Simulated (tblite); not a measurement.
C$_{4}$H$_{10}$Ga, charge +1, singlet, geometry from GFN2-xTB (such geometries of metal compounds can be far from the true shape); GFN1-xTB in tblite.

The tblite input:
```
$ tblite run mol.xyz --method gfn1 --charge 1 --spin 0 --json tblite.json --no-restart

# file mol.xyz
15

Ga    -0.06165786     0.01176005     0.13691187
C      1.66909608    -0.90750982     0.97669008
C      1.78074598    -2.36640149     0.56561244
H      1.56043898    -0.79232305     2.06129048
H      2.51939496    -0.31357011     0.62240419
H      1.87194044    -2.47910199    -0.51618546
H      0.92989129    -2.95379643     0.91461952
H      2.67964241    -2.78814035     1.01681932
C     -1.79398570     0.94519176    -0.68341230
C     -1.45537834     2.29066249    -1.30409025
H     -2.49524523     1.04233967     0.15336149
H     -2.19064808     0.23896438    -1.42173093
H     -0.74454729     2.19248551    -2.12653161
H     -1.05381448     2.98882992    -0.56776613
H     -2.36852758     2.72809334    -1.70934893
```

It wrote (shortened):

```
xTB calculator
 | screened Coulomb repulsion
 | Coulomb electrostatics
 |  * isotropic Klopman-Ohno-Mataga-Nishimoto electrostatics
 |  * onsite third-order electrostatics
 | DFT-D3(BJ) dispersion correction

halogen bonding energy    0.0000000000000E+00 Eh
repulsion energy          1.9466804762931E-01 Eh
dispersion energy        -4.2967692644950E-03 Eh
number of electrons       2.8000000000000E+01 e
integral cutoff           4.0000000000000E+01 bohr

------------------------------------------------------------
  cycle        total energy    energy error   density error
------------------------------------------------------------
      1     -14.58045660695  -1.4770828E+01   5.6218986E-01
      2     -14.68385623888  -1.0339963E-01   2.9931318E-01
      3     -14.68452048449  -6.6424562E-04   7.6424610E-02
      4     -14.68465712701  -1.3664252E-04   4.8452719E-03
      5     -14.68469256231  -3.5435292E-05   1.0393769E-03
      6     -14.68469224958   3.1272424E-07   6.3669249E-04
      7     -14.68469420692  -1.9573396E-06   7.5968360E-05
      8     -14.68469421572  -8.7942311E-09   3.4746819E-05
      9     -14.68469422034  -4.6224660E-09   1.1512013E-05
------------------------------------------------------------

electronic energy        -1.4875065498702E+01 Eh
total energy             -1.4684694220337E+01 Eh

Post processing:
 | Mayer-Wiberg bond orders

[Info] JSON dump of results written to 'tblite.json'
```
